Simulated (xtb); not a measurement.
xtb job for CH₇FOSi₂, SMILES O[SiH2][SiH2]CF, GFN2-xTB. 

```
$ xtb mol.xyz --gfn 2 --sp --chrg 0 --uhf 0 --json
$ cat mol.xyz
12

O     -1.69189638     1.60610150    -0.04701203
Si    -1.63988234     0.12855860     0.63945521
Si     0.61356871    -0.34604271     0.62265863
C      1.25387912    -0.43553254    -1.18811338
F      2.59219437    -0.77948410    -1.21063853
H     -2.49959893     2.10213015    -0.14840704
H     -2.51724280    -0.77365592    -0.12216143
H     -2.23391359     0.20258611     1.98057623
H      0.90266006    -1.65904755     1.21511559
H      1.48584900     0.62348220     1.29889677
H      0.73662126    -1.19324346    -1.78352797
H      1.17616309     0.52226633    -1.70956268
```

It prints:

```
[banner left out]
          |                Calculation Setup                |
           -------------------------------------------------



           -------------------------------------------------
          |                 G F N 2 - x T B                 |
           -------------------------------------------------

        Reference                      10.1021/acs.jctc.8b01176
      * Hamiltonian:
        H0-scaling (s, p, d)           1.850000    2.230000    2.230000
        zeta-weighting                 0.500000
      * Dispersion:
        s8                             2.700000
        a1                             0.520000
        a2                             5.000000
        s9                             5.000000
      * Repulsion:
        kExp                           1.500000    1.000000
        rExp                           1.000000
      * Coulomb:
        alpha                          2.000000
        third order                    shell-resolved
        anisotropic                    true
        a3                             3.000000
        a5                             4.000000
        cn-shift                       1.200000
        cn-exp                         4.000000
        max-rad                        5.000000


          ...................................................
          :                      SETUP                      :
          :.................................................:
          :  # basis functions                  39          :
          :  # atomic orbitals                  37          :
          :  # shells                           19          :
          :  # electrons                        32          :
          :  max. iterations                   250          :
          :  Hamiltonian                  GFN2-xTB          :
          :  restarted?                      false          :
          :  GBSA solvation                  false          :
          :  PC potential                    false          :
          :  electronic temp.          300.0000000     K    :
          :  accuracy                    1.0000000          :
          :  -> integral cutoff          0.2500000E+02      :
          :  -> integral neglect         0.1000000E-07      :
          :  -> SCF convergence          0.1000000E-05 Eh   :
          :  -> wf. convergence          0.1000000E-03 e    :
          :  Broyden damping             0.4000000          :
          :  net charge                          0          :
          :  unpaired electrons                  0          :
          ...................................................

 iter      E             dE          RMSdq      gap      omega  full diag
   1    -18.0484787 -0.180485E+02  0.624E+00    4.81       0.0  T
   2    -18.1162573 -0.677786E-01  0.342E+00    4.38       1.0  T
   3    -18.1186701 -0.241283E-02  0.210E+00    4.50       1.0  T
   4    -18.1190658 -0.395675E-03  0.826E-01    4.50       1.0  T
   5    -18.1190184  0.473641E-04  0.551E-01    4.52       1.0  T
   6    -18.1193432 -0.324807E-03  0.201E-01    4.50       1.0  T
   7    -18.1193734 -0.301541E-04  0.662E-02    4.49       1.0  T
   8    -18.1193748 -0.143999E-05  0.233E-02    4.49       1.2  T
   9    -18.1193749 -0.808165E-07  0.177E-02    4.49       1.6  T
  10    -18.1193752 -0.282108E-06  0.572E-03    4.49       5.0  T
  11    -18.1193753 -0.138190E-06  0.133E-03    4.49      21.6  T
  12    -18.1193753  0.103860E-08  0.963E-04    4.49      30.0  T
  13    -18.1193753 -0.183987E-08  0.247E-04    4.49     117.0  T

   *** convergence criteria satisfied after 13 iterations ***

         #    Occupation            Energy/Eh            Energy/eV
      -------------------------------------------------------------
         1        2.0000           -0.7925276             -21.5658
       ...           ...                  ...                  ...
        10        2.0000           -0.4853157             -13.2061
        11        2.0000           -0.4783426             -13.0164
        12        2.0000           -0.4411707             -12.0049
        13        2.0000           -0.4286337             -11.6637
        14        2.0000           -0.4230316             -11.5113
        15        2.0000           -0.4044385             -11.0053
        16        2.0000           -0.3735609             -10.1651 (HOMO)
        17                         -0.2086998              -5.6790 (LUMO)
        18                         -0.2051683              -5.5829
        19                         -0.1790422              -4.8720
        20                         -0.1512655              -4.1161
        21                         -0.1401866              -3.8147
       ...                                ...                  ...
        37                          0.8138275              22.1454
      -------------------------------------------------------------
                  HL-Gap            0.1648611 Eh            4.4861 eV
             Fermi-level           -0.2911303 Eh           -7.9221 eV

 SCC (total)                   0 d,  0 h,  0 min,  0.012 sec
 SCC setup                      ...        0 min,  0.000 sec (  0.796%)
 Dispersion                     ...        0 min,  0.000 sec (  0.547%)
 classical contributions        ...        0 min,  0.000 sec (  0.201%)
 integral evaluation            ...        0 min,  0.001 sec ( 10.682%)
 iterations                     ...        0 min,  0.006 sec ( 47.255%)
 molecular gradient             ...        0 min,  0.005 sec ( 38.690%)
 printout                       ...        0 min,  0.000 sec (  1.583%)

         :::::::::::::::::::::::::::::::::::::::::::::::::::::
         ::                     SUMMARY                     ::
         :::::::::::::::::::::::::::::::::::::::::::::::::::::
         :: total energy             -17.995489961139 Eh    ::
         :: gradient norm              0.000384112157 Eh/a0 ::
         :: HOMO-LUMO gap              4.486099054796 eV    ::
         ::.................................................::
         :: SCC energy               -18.119361140698 Eh    ::
         :: -> isotropic ES            0.057610010736 Eh    ::
         :: -> anisotropic ES          0.001175101975 Eh    ::
         :: -> anisotropic XC         -0.002239365464 Eh    ::
         :: -> dispersion             -0.007099872793 Eh    ::
         :: repulsion energy           0.123871179559 Eh    ::
         :: add. restraining           0.000000000000 Eh    ::
         :: total charge              -0.000000000000 e     ::
         :::::::::::::::::::::::::::::::::::::::::::::::::::::

           -------------------------------------------------
          |                Property Printout                |
           -------------------------------------------------

    * Orbital Energies and Occupations

         #    Occupation            Energy/Eh            Energy/eV
      -------------------------------------------------------------
         1        2.0000           -0.7925276             -21.5658
       ...           ...                  ...                  ...
         4        2.0000           -0.6427799             -17.4909
         5        2.0000           -0.5809201             -15.8076
         6        2.0000           -0.5594954             -15.2246
         7        2.0000           -0.5194563             -14.1351
         8        2.0000           -0.5184086             -14.1066
         9        2.0000           -0.4901987             -13.3390
        10        2.0000           -0.4853157             -13.2061
        11        2.0000           -0.4783426             -13.0164
        12        2.0000           -0.4411707             -12.0049
        13        2.0000           -0.4286337             -11.6637
        14        2.0000           -0.4230316             -11.5113
        15        2.0000           -0.4044385             -11.0053
        16        2.0000           -0.3735609             -10.1651 (HOMO)
        17                         -0.2086998              -5.6790 (LUMO)
        18                         -0.2051683              -5.5829
        19                         -0.1790422              -4.8720
        20                         -0.1512655              -4.1161
        21                         -0.1401866              -3.8147
        22                         -0.1259983              -3.4286
        23                         -0.0707381              -1.9249
        24                         -0.0538540              -1.4654
        25                         -0.0050994              -0.1388
        26                          0.0172818               0.4703
        27                          0.1097146               2.9855
       ...                                ...                  ...
        37                          0.8138275              22.1454
      -------------------------------------------------------------
                  HL-Gap            0.1648611 Eh            4.4861 eV
             Fermi-level           -0.2911303 Eh           -7.9221 eV

     #   Z          covCN         q      C6AA      α(0)
     1   8 O        1.576    -0.492    22.774     6.439
     2  14 Si       3.551     0.430   100.780    19.336
     3  14 Si       3.657     0.387   100.285    19.196
     4   6 C        3.501    -0.002    22.222     6.992
     5   9 F        0.789    -0.276    12.053     4.101
     6   1 H        0.808     0.294     0.739     1.350
     7   1 H        0.916    -0.105     5.741     3.747
     8   1 H        0.917    -0.117     6.181     3.889
     9   1 H        0.917    -0.103     5.679     3.727
    10   1 H        0.917    -0.072     4.681     3.384
    11   1 H        0.924     0.025     2.654     2.548
    12   1 H        0.924     0.030     2.582     2.513

 Mol. C6AA /au·bohr⁶  :       2110.180112
 Mol. C8AA /au·bohr⁸  :      75316.760309
 Mol. α(0) /au        :         77.222290


Wiberg/Mayer (AO) data.
largest (>0.10) Wiberg bond orders for each atom

 ---------------------------------------------------------------------------
     #   Z sym  total        # sym  WBO       # sym  WBO       # sym  WBO
 ---------------------------------------------------------------------------
     1   8 O    2.165 --     2 Si   1.195     6 H    0.892
     2  14 Si   3.895 --     1 O    1.195     8 H    0.891     7 H    0.886
                             3 Si   0.811
     3  14 Si   3.575 --     9 H    0.901    10 H    0.898     4 C    0.855
                             2 Si   0.811
     4   6 C    3.847 --    12 H    0.984    11 H    0.983     5 F    0.941
                             3 Si   0.855
     5   9 F    0.986 --     4 C    0.941
     6   1 H    0.914 --     1 O    0.892
     7   1 H    0.989 --     2 Si   0.886
     8   1 H    0.986 --     2 Si   0.891
     9   1 H    0.989 --     3 Si   0.901
    10   1 H    0.995 --     3 Si   0.898
    11   1 H    0.999 --     4 C    0.983
    12   1 H    0.999 --     4 C    0.984
 ---------------------------------------------------------------------------

Topologies differ in total number of bonds
Writing topology from bond orders to xtbtopo.mol

molecular dipole:
                 x           y           z       tot (Debye)
 q only:       -1.343       0.254       0.565
   full:       -1.477       0.462       0.167       3.957
molecular quadrupole (traceless):
                xx          xy          yy          xz          yz          zz
 q only:       -3.685       0.596       2.431       4.142      -1.311       1.254
  q+dip:       -4.989       0.638       3.331       4.414      -0.347       1.659
   full:       -4.679      -0.824       3.076       3.969      -0.733       1.603


           -------------------------------------------------
Note: The following floating-point exceptions are signalling: IEEE_UNDERFLOW_FLAG IEEE_DENORMAL
normal termination of xtb
          | TOTAL ENERGY              -17.995489961139 Eh   |
          | GRADIENT NORM               0.000384112157 Eh/α |
          | HOMO-LUMO GAP               4.486099054796 eV   |
           -------------------------------------------------

------------------------------------------------------------------------
------------------------------------------------------------------------
 total:
 SCF:
```

The run converged.

Cost: around 0.05 core-seconds (rough).
